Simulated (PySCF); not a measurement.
iminoborane (BH₂N), SMILES B=N. Geometry optimised at PBE0-D3(BJ)/def2-TZVPD.

TDA-LC-ωPBE/def2-TZVPD in PySCF puts the lowest singlet excitations at 7.21, 7.42, 7.42, 8.29, 8.29, 9.48 eV and the lowest triplet (TDA) at 6.02 eV.

What are the lowest singlet roots from EOM-CCSD/aug-cc-pVDZ in PySCF? (The exact figures need the calculation; the answer reports its results.)

7.33, 7.44, 7.44, 7.90, 7.90, 8.90 eV; triplets 6.08, 6.81, 6.81 eV. S1 differs by 0.13 eV (second minus first; roots are paired by order, and the bases may differ).
